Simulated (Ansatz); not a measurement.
`C=CCCCCCCCCC[SeH]`, relaxed as a singlet with RKS PBE-D4/def2-SVP in Ansatz, starting from the GFN2-xTB geometry. Force threshold 0.03 eV/Å.

Start:

```xyz
34

C     1.1029    6.0619    0.7358
C     0.1608    5.2322    0.3303
C     0.0668    3.7960    0.7340
C     0.2529    2.8706   -0.4726
C     0.1398    1.3971   -0.0882
C     0.4616    0.4822   -1.2679
C     0.4206   -1.0064   -0.9159
C    -0.9964   -1.5353   -0.6957
C    -1.0665   -3.0626   -0.6271
C    -0.3681   -3.6449    0.6013
C    -0.5680   -5.1479    0.6777
Se    0.2588   -5.9402    2.2853
H     1.8779    5.7492    1.4167
H     1.1421    7.0876    0.4107
H    -0.6031    5.5712   -0.3579
H     0.8291    3.5727    1.4828
H    -0.9143    3.6068    1.1790
H     1.2358    3.0575   -0.9117
H    -0.4969    3.1059   -1.2312
H     0.8332    1.1848    0.7291
H    -0.8706    1.1970    0.2720
H    -0.2371    0.6827   -2.0838
H     1.4635    0.7264   -1.6293
H     0.8772   -1.5685   -1.7350
H     1.0220   -1.1733   -0.0203
H    -1.4113   -1.1187    0.2238
H    -1.6250   -1.2024   -1.5257
H    -2.1174   -3.3635   -0.6086
H    -0.6199   -3.4848   -1.5310
H     0.7015   -3.4267    0.5584
H    -0.7700   -3.1789    1.5041
H    -1.6257   -5.4065    0.7587
H    -0.1491   -5.6580   -0.1915
H     1.5931   -5.4634    1.9938
```

**Question.** Estimate the energy that the relaxation releases and the steps that it takes.

**Answer.** 23.9 kJ/mol, in 7 steps; 36 s on 4 threads of Arm Neoverse V1 on a shared host. No frequencies were taken in this run, so the end may be a saddle point.

**Question.** Does the start keep its bonding?

**Answer.** By distances, no bond broke or formed. The bond that changes most is Se12–H34, from 1.45 to 1.49 Å (atoms count from 1).

**Question.** Predict the relaxed structure.

**Answer.** 
```tsv
atom	x (Å)	y (Å)	z (Å)
C1	1.0440	6.1375	0.8379
C2	0.1412	5.2635	0.3604
C3	0.0690	3.8057	0.7150
C4	0.3272	2.8752	-0.4830
C5	0.1964	1.3882	-0.1435
C6	0.4965	0.4672	-1.3308
C7	0.4069	-1.0340	-1.0255
C8	-1.0100	-1.5404	-0.7259
C9	-1.1232	-3.0646	-0.5810
C10	-0.3980	-3.6434	0.6422
C11	-0.5486	-5.1580	0.7455
Se12	0.2714	-5.9620	2.3561
H13	1.8074	5.8280	1.5720
H14	1.0555	7.1922	0.5208
H15	-0.6075	5.6184	-0.3735
H16	0.7950	3.5808	1.5268
H17	-0.9410	3.5758	1.1273
H18	1.3431	3.0816	-0.8868
H19	-0.3781	3.1276	-1.3071
H20	0.8848	1.1386	0.6959
H21	-0.8287	1.1945	0.2436
H22	-0.1958	0.7125	-2.1687
H23	1.5166	0.6984	-1.7092
H24	0.8072	-1.6025	-1.8943
H25	1.0838	-1.2692	-0.1740
H26	-1.4009	-1.0586	0.1978
H27	-1.6841	-1.2089	-1.5466
H28	-2.1980	-3.3458	-0.5252
H29	-0.7325	-3.5496	-1.5047
H30	0.6834	-3.3897	0.6007
H31	-0.7857	-3.1689	1.5699
H32	-1.6166	-5.4510	0.8233
H33	-0.1372	-5.6731	-0.1459
H34	1.6567	-5.5659	1.9905
```
Bond lengths: 10 × C–C 1.34 to 1.54 Å; 1 × C–Se 1.98 Å; 21 × C–H 1.10 to 1.11 Å; 1 × H–Se 1.49 Å.
